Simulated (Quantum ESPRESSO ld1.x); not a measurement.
Results of a calculation; reference values are marked as such.
Question: Species: Se30+. Configuration: [He] 2s2. Level of theory: scalar-relativistic Kohn-Sham, LDA (Slater exchange, Perdew-Zunger correlation), spin-polarised, spherical densities, point nucleus (ld1.x of Quantum ESPRESSO 7.5). Some entries of the table are withheld. Estimate them.

| orbital | occ. | eigenvalue (hartree) | <r^2> (bohr^2) |
|---|---|---|---|
| 1s | 2 | -543.049 | (1) |
| 2s | 2 | -126.764 | 0.03836 |
| 2p | 0 | (2) | (3) |
| 3s | 0 | -54.1070 | 0.1984 |

Answer: 
(1) 1s <r^2> (bohr^2): 0.002588
(2) 2p eigenvalue (hartree): -122.698
(3) 2p <r^2> (bohr^2): 0.02883
